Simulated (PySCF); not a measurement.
# Correlation energy of Ar(3+) (argon, charge +3)

[Ne] 3s2 3p3, high-spin 4S determinant. Computed with PySCF 2.14 in def2-TZVP, with no relativity, point nucleus. Frozen: [Ne]; 5 electrons correlated.

MP2 pair energies summed by pair of shells (mhartree):

| pair | energy | share (%) |
| --- | --- | --- |
| 3s-3p | -65.91 | 66.9 |
| 3p-3p | -23.28 | 23.6 |
| 3s-3s | -9.38 | 9.5 |

Total MP2 correlation energy: -98.58 mhartree.

Same-spin part -26.23 and opposite-spin part -72.34 mhartree; SCS-MP2 scales them by 1/3 and 6/5 to -95.56 mhartree.

```json
{"level": "CCSD", "correlation energy (mhartree)": "-121.58"}
{"level": "(T)", "correlation energy (mhartree)": "-3.10"}
{"level": "CCSD(T)", "correlation energy (mhartree)": "-124.68"}
```

Diagnostics: T1 = 0.0022, D1 = 0.0060, largest double amplitude 0.062.

Cost of the coupled-cluster step: 0.66 s of wall time on 1 thread of Neoverse-N1 (shared host), for 5 correlated electrons.
